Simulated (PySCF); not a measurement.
H₅OSi₂, SMILES [SiH2]O[SiH3] (connectivity only; charge and spin as stated), charge +1, multiplicity 1.

Coordinates come from a PBE-D3(BJ)/def2-TZVP optimisation. The multiplicity is an assumed one; other spin states were not compared. The isomer is the one that the SMILES or the coordinates give; other isomers of the formula were not compared.

Two levels are set side by side: TDDFT-PBE/def2-SVPD (PySCF) and TDDFT-LC-ωPBE/def2-SVPD (PySCF). Vertical, same geometry. The lowest singlet is HOMO→LUMO 100 % with PBE and HOMO→LUMO 51 %, HOMO−2→LUMO 47 % with the other functional; states are paired by order. Differences are taken from unrounded values.

```csv
quantity,TDDFT-PBE
lowest singlet excitation (eV),3.56
lowest triplet excitation (TDA) (eV),3.47
first bright state (f over 0.05) (eV),3.94
its oscillator strength,0.07
```

These are the TDDFT-PBE values. What does TDDFT-LC-ωPBE give? (The exact figures need the calculation; the answer reports its results.)


| quantity | TDDFT-LC-ωPBE | TDDFT-PBE minus TDDFT-LC-ωPBE |
|---|---|---|
| lowest singlet excitation (eV) | 5.48 | -1.92 |
| lowest triplet excitation (TDA) (eV) | 5.04 | -1.57 |
| first bright state (f over 0.05) (eV) | 6.88 | -2.94 |
| its oscillator strength | 0.13 | -0.06 |

A lower first singlet is the usual sign of a functional without exact exchange. Differences between two approximate levels are no errors against the true value.

Rough cost on one machine, each run with all the roots and properties that it gave: TDDFT-LC-ωPBE against TDDFT-PBE about 5 times.
